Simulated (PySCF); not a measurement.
B(F)(OH)(SeH), H2BFOSe, SMILES OB(F)[SeH], singlet, PBE0/def2-SVP optimised geometry.

```
6

B      0.19    -0.14     0.00
F      0.81    -1.32     0.00
O      0.89     1.00     0.00
H      1.84     0.85     0.00
Se    -1.76    -0.14     0.00
H     -1.84     1.32     0.00
```

Density from PBE0/def2-TZVP (PySCF) at that geometry.

Minimum of the electron density along straight lines between bonded atoms, close to the bond critical point (lines longer than 1.1 times the sum of covalent radii, or with two minima, are not listed):

```csv
bond,length / Å,ρ at the minimum / e bohr⁻³,∇²ρ there / e bohr⁻⁵,position (fraction from the first atom)
B1–F2,1.334,0.199,1.18,0.34
B1–O3,1.346,0.221,0.98,0.33
O3–H4,0.965,0.354,-2.43,0.81
B1–Se5,1.949,0.142,-0.30,0.37
Se5–H6,1.469,0.176,-0.33,0.63
```
